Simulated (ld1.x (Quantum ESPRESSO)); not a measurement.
# What the settings do to the ultrasoft potential of nitrogen (N)

Base potential:

- Element: N
- Generator: ld1.x (Quantum ESPRESSO) 7.5
- Type: ultrasoft
- Functional: PBE
- Relativity: scalar-relativistic
- Frozen core: [He]
- Valence charge: 5
- Reference configuration: 2s2 2p3
- Partial waves: 2s (bound): rcut 0.60, rcutus 0.70 bohr; 2s channel at -0.65 Ry: rcut 0.60, rcutus 0.70 bohr; 2p (bound): rcut 1.55, rcutus 1.85 bohr; 2p channel at 0.65 Ry: rcut 1.55, rcutus 1.85 bohr
- Local potential: all-electron potential smoothed inside 1.30 bohr (lloc = -1)
- Core correction: none
- Augmentation charge: PSQ, radius 0.60 bohr

All-electron outer shells of the reference configuration (PBE, scalar-relativistic, ld1.x):

| shell | level (eV) | outermost node (bohr) | outermost maximum (bohr) |
| --- | --- | --- | --- |
| 1s | -384.72 | – | 0.15 |
| 2s | -18.58 | 0.32 | 1.02 |
| 2p | -7.09 | – | 0.98 |

Cutoffs, loose and tight: the cutoffs (Ry, on a coarse ladder) from which the occupation-weighted sum of valence levels, in a spherical-Bessel basis at the reference potential, stays within 10 and 1 mRy of its value at 400 Ry. They do not see the model core or the augmentation charge, which bear on the density cutoff. Test errors are all-electron minus pseudo excitation energies from the reference, over the configurations 2s2 2p2; 2s2 2p1; 2s2 2p0; 2s0 2p5; 2s1 2p0; 2s1 2p4; 2s2 2p3.3. A dash means not determined; rows that change the core or the reference have their own tests.

| change | outcome | cutoff, loose | cutoff, tight | bound ghosts | largest test error (meV) |
| --- | --- | --- | --- | --- | --- |
| base | generated | 70 Ry | 90 Ry | none | +593 |
| core correction a·sin(br)/r model core inside 0.30 bohr | generated | 70 Ry | 90 Ry | none | +45 |
| core correction a·sin(br)/r model core inside 0.40 bohr | generated | 70 Ry | 90 Ry | none | +79 |
| core correction a·sin(br)/r model core inside 0.50 bohr | generated | 70 Ry | 90 Ry | none | +193 |
| core correction a·sin(br)/r model core inside 0.60 bohr | generated | 70 Ry | 90 Ry | none | +210 |
| core correction a·sin(br)/r model core inside 0.64 bohr | generated | 70 Ry | 90 Ry | none | +252 |
| core correction a·sin(br)/r model core inside 0.76 bohr | generated | 70 Ry | 90 Ry | none | +414 |
| core correction a·sin(br)/r model core inside 0.80 bohr | generated | 70 Ry | 90 Ry | none | +463 |
